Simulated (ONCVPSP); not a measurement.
tantalum, ONCV: configuration errors across variants

ONCVPSP 4.0.1 input, shortened (lines: element, Z, core and valence counts, functional; n l f; lmax; l rc ep ncon nbas qcut; lloc lpopt rc5 dvloc0; l nproj debl; icmod fcfact rcfact), PBE, scalar-relativistic:

```
  Ta 73.00   10    4        4      upf
    1    0    2.00
    2    0    2.00
    2    1    6.00
    3    0    2.00
    3    1    6.00
    3    2   10.00
    4    0    2.00
    4    1    6.00
    4    2   10.00
    4    3   14.00
    5    0    2.00
    5    1    6.00
    5    2    3.00
    6    0    2.00
    2
    0    1.80    0.00    4    7    5.20
    1    1.30    0.00    4    7    5.80
    2    2.10    0.00    3    7    4.70
    4    3    1.25    0.00
    0    3    1.40
    1    2    0.60
    2    2    2.90
    3    4.75    1.00
```

In the p channel the program set the typed energies aside and used -1.448, 0.250 Ha.

All-electron excitation energies from the reference (eV): (1) 5s2 5p6 5d3 6s1 8.468; (2) 5s2 5p6 5d3 6s0 23.440; (3) 5s2 5p6 5d2 6s0 47.044; (4) 5s1 5p6 5d3 6s2 79.199.

Errors AE − PS in meV (a dash: test not solved or not reliable):

| change | (1) | (2) | (3) | (4) | bound ghosts | GHOST(+) flags above zero |
| --- | --- | --- | --- | --- | --- | --- |
| base | -2.0 | +0.3 | -1.2 | -691 | none | s |
| p: qcut 3.4 | -2.0 | +0.3 | -1.0 | -688 | none | s |
| p: qcut 4 | -2.1 | +0.3 | -0.9 | -688 | none | s |
| p: qcut 4.7 | -2.1 | +0.3 | -0.9 | -688 | none | s |
| p: qcut 5.2 | -2.0 | +0.3 | -1.0 | -688 | none | s |
| p: qcut 5.7 | -2.0 | +0.3 | -1.1 | -691 | none | s |
| p: qcut 6.9 | -2.0 | +0.3 | -1.6 | -702 | none | s |
| p: qcut 7.5 | -2.0 | +0.3 | -1.8 | -705 | none | s |
| p: qcut 8.2 | -2.0 | +0.2 | -2.0 | -710 | none | s |
| p: qcut 8.7 | -2.0 | +0.2 | -2.1 | -713 | none | s |

Task: Give the same row for: p: qcut 6.4.

Result: -2.0, +0.3, -1.4, -697; bound ghosts: none; GHOST(+) flags above zero: s.
